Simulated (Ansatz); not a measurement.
Cost and result for the atomization energy of `[OH][In-]([OH])([OH])[OH2+]` (10 atoms, 9 bonds).

```xyz
10

O     0.5701   -2.1262   -0.9596
In   -0.2002   -0.4098   -0.3478
O    -0.1173    1.2006   -1.5443
O    -1.4518   -0.2266    1.2003
O     1.3648    0.9571    0.6751
H     0.4918   -2.8162   -0.2970
H    -0.9688    1.5834   -1.7617
H    -1.8216   -1.0551    1.5111
H     1.1555    1.6446    0.0149
H     0.9774    1.2480    1.5088
```

Charge 0, multiplicity 1. Correlated methods include outer-core shells of In, which these sets cover unevenly. In: def2 effective core potential. Geometry: relaxed with PBE0-D4/def2-TZVP. It is one conformer, not always the lowest. Program: Ansatz. All runs use 4 threads of an Arm Neoverse N1 on a shared host. Times are those of one run each, without the atoms' runs, and a repeat can differ threefold. Electronic energies, without spin–orbit coupling; frozen cores. CCSD(T)/CBS adds CCSD(T) − MP2 in def2-TZVPP to the MP2 limit, and its time is that of the two runs behind it. T1 = 0.015. With those shells the extrapolation isn't a true limit. B3LYP takes the VWN-RPA correlation (the form of Gaussian; ORCA's B3LYP/G).

CCSD(T)/CBS is a level of theory with its own doubt, some kJ/mol a heavy atom from the limit and from the frozen cores, so smaller differences don't rank the functionals.

| level | functions | wall time |
| --- | --- | --- |
| BLYP-D4/def2-TZVPP | 244 | 3.6 s |
| PBE-D4/def2-TZVPP (with forces) | 244 | 4 s |
| PBE0-D4/def2-TZVPP | 244 | 4.9 s |
| BHLYP-D4/def2-TZVPP | 244 | 5.5 s |
| r2SCAN-D4/def2-TZVPP (with forces) | 244 | 7.5 s |
| B3LYP-D4/def2-TZVPP (with forces) | 244 | 7.5 s |
| B2PLYP/def2-TZVPP | 244 | 9.5 s |
| PBE-QIDH/def2-TZVPP | 244 | 10 s |
| CCSD(T)/def2-SVP | 107 | 17 s |
| ωB97M-V/def2-TZVPP (with forces) | 244 | 19 s |
| MP2/def2-QZVPP | 460 | 33 s |
| CCSD(T)/def2-TZVPP | 244 | 8.2 min |
| CCSD(T)/CBS(def2) | – | 8.7 min |

Task: What atomization energy does each give, and how far from CCSD(T)/CBS? (Best estimate.)

Result: The calculation gave: 
```
                             level  atomization (kJ/mol)  difference from CCSD(T)/CBS  per bond
                BLYP-D4/def2-TZVPP                3319.9                        -65.6      -7.3
   PBE-D4/def2-TZVPP (with forces)                3383.6                         -1.9      -0.2
                PBE0-D4/def2-TZVPP                3254.4                       -131.1     -14.6
               BHLYP-D4/def2-TZVPP                3106.5                       -279.0     -31.0
r2SCAN-D4/def2-TZVPP (with forces)                3322.9                        -62.6      -7.0
 B3LYP-D4/def2-TZVPP (with forces)                3280.1                       -105.4     -11.7
                 B2PLYP/def2-TZVPP                3274.7                       -110.8     -12.3
               PBE-QIDH/def2-TZVPP                3248.6                       -136.9     -15.2
                  CCSD(T)/def2-SVP                3057.4                       -328.1     -36.5
  ωB97M-V/def2-TZVPP (with forces)                3332.2                        -53.3      -5.9
                    MP2/def2-QZVPP                3434.3                         48.8       5.4
                CCSD(T)/def2-TZVPP                3250.8                       -134.7     -15.0
                 CCSD(T)/CBS(def2)                3385.5                          0.0       0.0
```

Leaving LDA and LC-ωPBE aside and taking each functional with its dispersion term where it has one, the values spread over 277.1 kJ/mol, from BHLYP-D4 to PBE-D4. LDA lies +553.3 kJ/mol from PBE without D4, its usual overbinding. The D4 term adds +26.1 kJ/mol with B3LYP and +13.9 kJ/mol with PBE0; it sums over pairs of atoms, weighted by their polarisabilities, and B3LYP, whose exchange is more repulsive, gets the larger term. From BLYP to BHLYP (50 % exact exchange), in def2-TZVPP and without D4, the atomization energy moves by −200.5 kJ/mol: exact exchange takes away binding that semilocal exchange gives to molecules.

Spin–orbit coupling would lower the free In atoms strongly, and the atomization energy with them, by more than many differences here.
